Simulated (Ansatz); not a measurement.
Stepwise reaction of `[Br][Ga]([Br])[Br]` with ammonia, as a gas-phase model of exchange steps in deposition or etching. ΔE in kJ/mol; ΔG adds harmonic PBE0-D4 terms to CCSD(T)/CBS, at 1 bar.

Computed with Ansatz on PBE0-D4/def2-TZVP structures; ΔE is electronic, products minus reactants. CCSD(T)/CBS adds triple-zeta CCSD(T) − MP2 to the extrapolated MP2 energy (def2 sets, frozen cores). This one scheme is used for every species. Functionals use def2-TZVPP. B3LYP here is the variant with VWN-RPA as its local correlation; programs differ in this. For Br, Ga outer-core shells are correlated without core-valence functions, which leaves a few kJ/mol of doubt a bond. Scalar relativity is left out up to krypton. One conformer a species, not always the lowest.

| step | reaction | PBE-D4 | B3LYP-D4 | ωB97M-V | CCSD(T)/CBS | ΔG(600 K) |
| --- | --- | --- | --- | --- | --- | --- |
| 2 | `[NH2][Ga]([Br])[Br]` + NH₃ → `[NH2][Ga]([NH2])[Br]` + HBr | 93.6 | 94.2 | 93.1 | 89.8 | 86.9 |
| 3 | `[NH2][Ga]([NH2])[Br]` + NH₃ → `[NH2][Ga]([NH2])[NH2]` + HBr | 108.5 | 109.0 | 109.2 | 104.0 | 89.6 |

(1) Give the row of step 1, `[Br][Ga]([Br])[Br]` + NH₃ → `[NH2][Ga]([Br])[Br]` + HBr. (Best estimate.)

(2) By hand: ΔE of the 3 steps together at CCSD(T)/CBS.

## Answers

(1) Ansatz gave: 
```tsv
step	reaction	PBE-D4	B3LYP-D4	ωB97M-V	CCSD(T)/CBS	ΔG(600 K)
1	`[Br][Ga]([Br])[Br]` + NH₃ → `[NH2][Ga]([Br])[Br]` + HBr	81.0	81.3	78.5	75.0	51.9
```

(2) (75.0) + (89.8) + (104.0) = 268.8 kJ/mol, or 89.6 kJ/mol a step.

In ΔE each step is higher than the one before. All are uphill at CCSD(T)/CBS. ΔG lies between 51.9 and 89.6 kJ/mol a step. PBE-D4 differs from CCSD(T)/CBS by 3.8 to 6.0 kJ/mol a step. Isolated molecules leave out the surface, adducts and barriers. Largest T1 diagnostic: 0.012.
